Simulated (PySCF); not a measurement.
## Excitation energy of Pt⁺ by level of theory

Pt⁺ [Xe] 4f14 5d9 (2D) → Pt⁺ [Xe] 4f14 5d8 6p1 (high-spin determinant), as a difference of total energies. All numbers are calculated (PySCF 2.14, a scalar-relativistic core potential, in aug-cc-pwCVDZ-PP with ECP60MDF). Correlated levels: valence and next inner shell: nothing frozen outside the core potential. The calculations carry no spin-orbit coupling.

| method | excitation energy (cm⁻¹) |
| --- | --- |
| UHF | 52619 |
| MP2 (valence and next inner shell) | 60442 |
| SCS-MP2 (valence and next inner shell) | 60289 |
| CCSD (valence and next inner shell) | 57934 |
| CCSD(T) (valence and next inner shell) | 57958 |

The determinant of the upper state mixes LS terms, which raises its energy above the lowest term, most at the Hartree-Fock and MP2 levels.
